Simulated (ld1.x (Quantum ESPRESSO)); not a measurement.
## Sm (Z = 62): what ld1.x (Quantum ESPRESSO) 7.5 does with a changed input

Command:

```bash
ld1.x < Sm.in > Sm.out
```

Input:

```
&input
   title='Sm', zed=62., rel=1, dft='PZ', iswitch=3,
   config='[Xe] 4f6 5d0 6s1 6p0',
   nld=4, rlderiv=2.65, eminld=-12.0, emaxld=5.0, deld=0.04
 /
 &inputp
   pseudotype=3, lpaw=.true., tm=.true., lloc=-2, rcloc=1.50,
   nlcc=.true., new_core_ps=.true.,
   which_augfun='PSQ', rmatch_augfun_nc=.true.,
   file_pseudopw='Sm.UPF', file_wfcaegen='ae.wfc', file_wfcncgen='nc.wfc', file_beta='beta', file_chi='chi', file_wfcusgen='us.wfc'
 /
8
5S  1  0   2.00   0.00  1.80  1.90  0.0
6S  2  0   1.00   0.00  1.80  1.90  0.0
5P  2  1   6.00   0.00  2.45  2.15  0.0
6P  3  1   0.00   0.00  2.15  2.45  0.0
4D  3  2  10.00   0.00  0.90  1.00  0.0
5D  4  2   0.00   0.00  0.90  1.00  0.0
4F  4  3   6.00   0.00  0.85  1.20  0.0
4F  4  3   0.00  -0.20  0.85  1.20  0.0
 &test
   configts(1)='4d10 4f6 5s2 5p6 5d0 6s1 6p0'
 /
```

This is an input that runs to its end, with one change: rcut and rcutus of 5P swapped.

How does the run end?

The program refuses the input: "read_psconfig: rcut or rcutus is wrong".

```
Program LD1 v.7.5

 %%%%%%%%%%%%%%%%%%%%%%%%%%%%%%%%%%%%%%%%%%%%%%%%%%%%%%%%%%%%%%%%%%%%%%%%%%%%%%
     Error in routine read_psconfig (1):
     rcut or rcutus is wrong
 %%%%%%%%%%%%%%%%%%%%%%%%%%%%%%%%%%%%%%%%%%%%%%%%%%%%%%%%%%%%%%%%%%%%%%%%%%%%%%

     stopping ...
```
